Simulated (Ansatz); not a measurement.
Br2HInS (`[SH][In]([Br])[Br]`). The species carries charge 0 and has multiplicity 1. In takes the def2 core potential. The structure was optimised at the PBE0-D4/def2-TZVP level. It is one conformer, not always the lowest.

```xyz
5

S     1.500   -1.126   -0.439
In   -0.522   -0.023    0.069
Br   -2.641   -1.239    0.124
Br   -0.547    2.379    0.557
H     2.209    0.010   -0.311
```

Q: What is the dipole moment at B3LYP/def2-TZVPP? (An estimate is asked.)

A: The calculation gave: 1.35 D, with components (1.34, -0.03, -0.20) D in this frame, pointing from negative to positive charge.

Q: And with PBE, r2SCAN, ωB97M-V? (Estimate.)

A: The calculation gave: PBE 1.32 D, r2SCAN 1.37 D, ωB97M-V 1.33 D.

Q: Give the Mulliken charges with B3LYP, PBE, r2SCAN in def2-TZVPP. (Best estimate.)

A: Ansatz gave: 
```csv
atom,B3LYP,PBE,r2SCAN
S1,-0.30,-0.30,-0.31
In2,0.80,0.76,0.81
Br3,-0.31,-0.30,-0.31
Br4,-0.32,-0.30,-0.31
H5,0.13,0.14,0.13
```

B3LYP here is the variant with VWN-RPA as its local correlation; programs differ in this.
